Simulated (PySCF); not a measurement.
Gas-phase reaction: 2 GeCl3 + H2 ⇌ 2 GeHCl + 2 Cl2, at 1800 K and a standard pressure of 1 bar. Level: HF/6-31G*.

Computed with PySCF and rigid-rotor harmonic-oscillator thermochemistry at 1 bar. 6-31G* has spherical d functions here. Open shells (unrestricted): GeCl3 (multiplicity 2); the rest are closed-shell singlets. Ge: all electrons, no relativistic terms. GeCl3, GeHCl: computed as isolated molecules; such fragments, hydroxides, amides, oligomers or adducts are transient or little studied in the gas. The harmonic model lacks anharmonicity and excited electronic states, which grow with temperature; levels with a mode under 35 cm⁻¹ are left out.

```
species       E (Ha)  H(1800 K) − E (kJ/mol)  S°(1800 K) (J/mol/K)
-------  -----------  ----------------------  --------------------
GeCl3    -3453.09151                   150.2                 477.5
H2          -1.12683                    81.6                 183.4
GeHCl    -2534.62114                   108.6                 354.2
Cl2       -918.90900                    67.6                 287.8
```
E: electronic energy; H − E holds the zero-point and thermal terms. 1 Ha = 2625.5 kJ/mol.

**Question.** Work out ΔH°, ΔS°, ΔG° and log10 K from these numbers.

**Answer.** 1. ΔE = 2×(-2534.62114) + 2×(-918.90900) − 2×(-3453.09151) − 1×(-1.12683) = 0.24957 Ha = 655.2 kJ.
2. Δ(H − E) = 2×(108.6) + 2×(67.6) − 2×(150.2) − 1×(81.6) = -29.6 kJ, so ΔH° = 625.6 kJ.
3. ΔS° = 2×(354.2) + 2×(287.8) − 2×(477.5) − 1×(183.4) = 145.6 J/K; the number of gas molecules changes by +1.
4. ΔG° = ΔH° − TΔS° = 625.6 − 1800×(145.6)/1000 = 363.5 kJ.
5. log10 K = −ΔG°/(RT ln 10) = -10.55, with RT ln 10 = 34.46 kJ/mol; at standard pressures the reactants are favoured.
6. A shift of 10 kJ in ΔE would move log10 K by 0.29 here.
For scale, ΔH°(298 K) is 649 kJ at this level, 588 kJ at ωB97M-V/def2-TZVP†, and runs from 428 to 677 kJ over the 19 levels computed († marks an energy on the PBE0/def2-TZVP geometry).
